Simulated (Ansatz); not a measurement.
Input file:

```yaml
crystal:
  periodic: [false, false, false]
  atoms:
    - { symbol: Mg, position_ang: [-0.4653, 0.3522, -0.03] }
    - { symbol: C, position_ang: [1.6355, -0.5891, 1.0129] }
    - { symbol: C, position_ang: [-1.9425, 0.0197, -1.4746] }
    - { symbol: H, position_ang: [1.3428, 0.7372, 1.2927] }
    - { symbol: Cl, position_ang: [0.7704, 2.3903, 1.5085] }
    - { symbol: H, position_ang: [1.7792, -0.7866, -0.0553] }
    - { symbol: H, position_ang: [0.9104, -1.2801, 1.4547] }
    - { symbol: H, position_ang: [2.5858, -0.729, 1.5125] }
    - { symbol: H, position_ang: [-1.9431, 0.8359, -2.1931] }
    - { symbol: H, position_ang: [-1.7428, -0.9079, -2.0023] }
    - { symbol: H, position_ang: [-2.9305, -0.0425, -1.026] }
basis:
  gaussian: { orbitals: def2-SVP }
hamiltonian:
  xc: pbe0
relax:
  f_tol: 0.15
  max_steps: 25
  restrain:
    - { distance: [0, 4], at: 2.43, k: 30.0 }
    - { distance: [3, 1], at: 1.07, k: 30.0 }
    - { distance: [0, 1], at: 3.47, k: 30.0 }
    - { distance: [3, 4], at: 2.63, k: 30.0 }
```

Launched with:

```bash
$ ansatz run input.yaml --threads 2 --pin off --max-ram 3072MiB --backend cpu --events-out ev --progress --plain --runs-dir out
```

Hardware: 2 threads of Intel(R) Xeon(R) 6975P-C (Granite Rapids), with other jobs on the host.

Roughly how long does this run take, and how much memory?

12 s, with a peak of 0.21 GiB, for 9 ionic steps.
